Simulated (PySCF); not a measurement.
SMILES C[Si](C)(C)[NH] (C3H10NSi), doublet (GFN2-xTB optimised geometry):

```
15

C     -1.114    -1.142     1.281
Si    -0.056    -0.200     0.000
C     -0.613    -0.750    -1.770
C     -0.612     1.654     0.000
N      1.608    -0.200     0.000
H     -2.181    -1.035     1.106
H     -0.910    -0.785     2.287
H     -0.885    -2.204     1.264
H     -0.031    -0.221    -2.512
H     -1.665    -0.538    -1.915
H     -0.441    -1.813    -1.880
H     -1.665     1.729    -0.240
H     -0.436     2.076     0.981
H     -0.034     2.204    -0.729
H      2.181    -0.689     0.668
```

Level of theory: unrestricted PBE0/def2-TZVP run with PySCF.

Task: What are the frontier orbital energies (α orbitals alone; a β orbital can be the lowest empty one) and the dipole moment?

Result: HOMO-2 -8.91 eV, HOMO-1 -7.92 eV, HOMO -7.61 eV, LUMO 0.79 eV, LUMO+1 1.76 eV; dipole moment 1.46 D.

On the same geometry unrestricted PBE/def2-TZVP in PySCF gives HOMO-2 -7.43 eV, HOMO-1 -6.37 eV, HOMO -6.25 eV, LUMO 0.05 eV, LUMO+1 0.97 eV; dipole moment 1.35 D.

Meta-Löwdin charges at PBE0/def2-TZVP: C1 -0.63, Si2 0.99, C3 -0.60, C4 -0.60, N5 -0.56, H6 0.14, H7 0.13, H8 0.13, H9 0.13, H10 0.13, H11 0.12, H12 0.13, H13 0.12, H14 0.13, H15 0.24.
